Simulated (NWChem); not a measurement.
# BeHOCl; SMILES [OH][Be][Cl]

```xyz
4

Be     0.0037     0.5854     0.0000
Cl     0.0073    -1.2321     0.0000
O      0.0605     1.9936     0.0000
H     -0.6233     2.6547     0.0000
```
Atoms are numbered in this order, from 1.

Program: NWChem. Pople sets run with spherical d functions. Coordinates come from a PBE0-D3(BJ)/def2-TZVP optimisation. Ions are spin-unrestricted doublets at the neutral geometry; other ion states weren't tried. Functional: LC-ωPBE (HJS hole) with 6-31G*; rows give the range parameter ω in 1/bohr.

| range parameter (1/bohr) | vertical ionisation energy, ΔSCF (eV) | −ε(HOMO) (eV) | ΔSCF minus −ε(HOMO) (eV) |
|---|---|---|---|
| 0.10 | 11.18 | 8.90 | 2.28 |
| 0.20 | (withheld) | (withheld) | (withheld) |
| 0.35 | 11.97 | 11.53 | 0.44 |
| 0.40 | 12.09 | 11.87 | 0.22 |
| 0.80 | 12.61 | 13.18 | -0.57 |

**Question.** Complete the blanks.

**Answer.** 
- 0.20, vertical ionisation energy, ΔSCF (eV): 11.47
- 0.20, −ε(HOMO) (eV): 10.17
- 0.20, ΔSCF minus −ε(HOMO) (eV): 1.30
